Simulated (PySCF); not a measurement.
# TDDFT excited states: C5H7F3GeS

Species: C5H7F3GeS.
Structure used (PBE0-D3(BJ)/def2-SVP), in Å, numbered top down from 1:
```
atom  x, y, z in Å
F1     4.093    0.455   -0.618
C2     2.795    0.174   -0.640
F3     2.249    0.798   -1.686
F4     2.652   -1.131   -0.855
S5     2.084    0.695    0.943
C6     0.382    0.261    0.628
C7    -0.097   -0.908    1.092
C8    -1.538   -1.263    0.885
Ge9   -2.242    0.295   -0.107
C10   -0.507    1.234   -0.095
H11    0.571   -1.599    1.616
H12   -1.639   -2.203    0.319
H13   -2.053   -1.423    1.847
H14   -3.349    1.049    0.652
H15   -2.734   -0.063   -1.520
H16   -0.129    1.442   -1.108
H17   -0.552    2.200    0.433
```

Method used: PySCF, TDDFT wB97X-D/def2-SVPD, vertical, gas phase, core orbitals frozen in the response. Relativistic effects, spin–orbit coupling among them, are left out although an element past zinc is present.

```json
{"state": "S1", "E (eV)": "5.38", "λ (nm)": "230.6", "f": "0.0027", "|μ| (D)": "0.36", "main configurations (H = HOMO, L = LUMO)": "H→L (80%), H-1→L (10%)"}
{"state": "S2", "E (eV)": "6.32", "λ (nm)": "196.3", "f": "0.013", "|μ| (D)": "0.74", "main configurations (H = HOMO, L = LUMO)": "H→L+1 (36%), H-1→L (20%), H→L+3 (16%)"}
{"state": "S3", "E (eV)": "6.45", "λ (nm)": "192.3", "f": "0.214", "|μ| (D)": "2.96", "main configurations (H = HOMO, L = LUMO)": "H-1→L (62%), H→L (16%)"}
{"state": "S4", "E (eV)": "6.81", "λ (nm)": "182.1", "f": "0.0011", "|μ| (D)": "0.21", "main configurations (H = HOMO, L = LUMO)": "H-2→L (89%)"}
{"state": "S5", "E (eV)": "6.98", "λ (nm)": "177.6", "f": "0.039", "|μ| (D)": "1.22", "main configurations (H = HOMO, L = LUMO)": "H-1→L+1 (69%), H→L+1 (10%)"}
{"state": "S6", "E (eV)": "7.32", "λ (nm)": "169.3", "f": "0.026", "|μ| (D)": "0.96", "main configurations (H = HOMO, L = LUMO)": "H→L+2 (49%), H→L+4 (16%), H→L+5 (9%)"}
{"state": "S7", "E (eV)": "7.44", "λ (nm)": "166.6", "f": "0.0071", "|μ| (D)": "0.50", "main configurations (H = HOMO, L = LUMO)": "H-3→L (88%)"}
{"state": "S8", "E (eV)": "7.53", "λ (nm)": "164.6", "f": "0.014", "|μ| (D)": "0.69", "main configurations (H = HOMO, L = LUMO)": "H-1→L+2 (59%), H-1→L+4 (12%)"}
{"state": "S9", "E (eV)": "7.73", "λ (nm)": "160.4", "f": "0.0089", "|μ| (D)": "0.55", "main configurations (H = HOMO, L = LUMO)": "H→L+3 (15%), H-1→L+2 (15%), H→L+4 (13%)"}
{"state": "S10", "E (eV)": "7.83", "λ (nm)": "158.3", "f": "0.0022", "|μ| (D)": "0.27", "main configurations (H = HOMO, L = LUMO)": "H-1→L+4 (23%), H-2→L+1 (13%), H-1→L+3 (9%)"}
```

Triplets, Tamm–Dancoff:

| state | E (eV) | λ (nm) | main configurations (H = HOMO, L = LUMO) |
| --- | --- | --- | --- |
| T1 | 4.13 | 299.9 | H-1→L (63%), H→L (21%) |
| T2 | 5.04 | 246.1 | H→L (60%), H-1→L (17%) |
| T3 | 6.10 | 203.4 | H→L+1 (33%), H→L+3 (13%), H→L+4 (11%) |
| T4 | 6.53 | 189.8 | H-1→L+1 (39%), H-1→L+3 (12%) |

The lowest singlet comes at 231 nm (519 kJ/mol) in the ultraviolet; it is very weak; its leading configuration is HOMO→LUMO (80%). The strongest level in the table is S3 at 6.45 eV (192 nm, f = 0.214). Löwdin shares by element: HOMO sulfur 57%, carbon 24% or more (atoms not listed hold the other 19%); LUMO carbon 58% or more, sulfur 17% (atoms not listed hold the other 25%). The listed states span 2.45 eV, and the widest gap between neighbours is 0.94 eV (S1 to S2). Weighted by f, the mean energy of these states is 6.68 eV. The oscillator strengths of these states sum to 0.327; summed over the whole spectrum of an exact calculation they would give the number of electrons, 112 (Thomas–Reiche–Kuhn). The vertical ionisation energy (ΔSCF) is 9.42 eV, 1.59 eV above S10. Singlets were solved by full linear response, triplets in the Tamm–Dancoff approximation.

One conformer stands for the species.
